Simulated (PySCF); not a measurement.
## How methods differ on the excitation energy of Au

Au [Xe] 4f14 5d10 6s1 (2S) → Au [Xe] 4f14 5d9 6s1 6p1 (high-spin determinant), as a difference of total energies. Calculation: PySCF 2.14, in def2-TZVPPD with the def2 core potential (60 electrons) (6s5p3d2f1g, 59 functions); scalar relativity through the core potential. Correlated levels: valence and next inner shell: nothing frozen outside the core potential. The calculations carry no spin-orbit coupling.

```tsv
method	excitation energy (eV)
UHF	4.832
MP2 (valence and next inner shell)	6.504
SCS-MP2 (valence and next inner shell)	6.421
CCSD (valence and next inner shell)	6.060
CCSD(T) (valence and next inner shell)	6.153
```

How much does correlation contribute at CCSD(T) (valence and next inner shell)?

6.153 − (4.832) = 1.321 eV, measured against UHF.

The determinant of the upper state mixes LS terms, which raises its energy above the lowest term, most at the Hartree-Fock and MP2 levels.
